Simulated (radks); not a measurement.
Results of a calculation; reference values are marked as such.
Task: Species: the nickel ion Ni+. Configuration: [Ar] 3d9. Code: a radial shooting solver on a logarithmic mesh with Libxc functionals. Model: scalar-relativistic Kohn-Sham, r2SCAN, spin-polarised, spherical densities, finite nucleus; open shells are filled with parallel spins first; meta-GGA in the generalised Kohn-Sham scheme; Fermi nuclear charge, rms radius 3.7757 fm; hard spherical wall at 5 bohr. Some entries of the table are withheld. Estimate them.

orbital,occ.,eigenvalue (eV),<r> (bohr)
1s down,1,-8241.335,0.05410
1s up,1,-8241.330,0.05410
2s up,1,-993.9819,0.2445
2s down,1,-993.3031,0.2444
2p up,3,-853.7372,0.2152
2p down,3,-853.2234,0.2151
3s up,1,-118.0610,0.7434
3s down,1,-116.6650,0.7444
3p up,3,-77.0843,0.7854
3p down,3,-75.7032,0.7870
3d up,5,-13.0701,1.044
3d down,4,-11.8464,1.067
4s up,0,(1),2.389
4s down,0,(2),2.409
4p up,0,-3.5982,(3)
4p down,0,-3.3915,(4)
4d up,0,(5),2.952
4d down,0,(6),2.946

Result: 
(1) 4s up eigenvalue (eV): -10.1538
(2) 4s down eigenvalue (eV): -9.8295
(3) 4p up <r> (bohr): 2.666
(4) 4p down <r> (bohr): 2.682
(5) 4d up eigenvalue (eV): 6.7674
(6) 4d down eigenvalue (eV): 6.9555
